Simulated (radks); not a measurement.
Species: Sc5+. Configuration: [Ne] 3s2 3p4 (the NIST ground configuration).

Method: Dirac Kohn-Sham, exchange-only PBE, spin-unpolarised, spherical densities, finite nucleus; open shells fill j = l - 1/2 first; Fermi nuclear charge, rms radius 3.5459 fm; computed with a radial shooting solver on a logarithmic mesh with Libxc functionals.

Energy parts (eV):
total: -20562.124
kinetic: 20765.278
electron-nucleus: -47666.396
Hartree: 7316.902
exchange: -977.907

Orbitals (lengths in bohr, moments of r in powers of bohr):
| orbital | occ. | eigenvalue (eV) | <r^4> |
|---|---|---|---|
| 1s1/2 | 2 | -4479.325 | 0.0001325 |
| 2s1/2 | 2 | -553.7737 | 0.03411 |
| 2p1/2 | 2 | -471.2471 | 0.02736 |
| 2p3/2 | 4 | -466.5792 | 0.02815 |
| 3s1/2 | 2 | -124.4362 | 2.106 |
| 3p1/2 | 2 | -102.2612 | 2.671 |
| 3p3/2 | 2 | -101.6273 | 2.726 |

The highest occupied level is 3p3/2 at -101.63 eV. Summed over all electrons, <r^2> = 8.490 bohr^2, which gives a Langevin (diamagnetic) susceptibility term of -6.72 x 10^-6 cm^3/mol. The electron density at the nucleus is 7272 e/bohr^3.
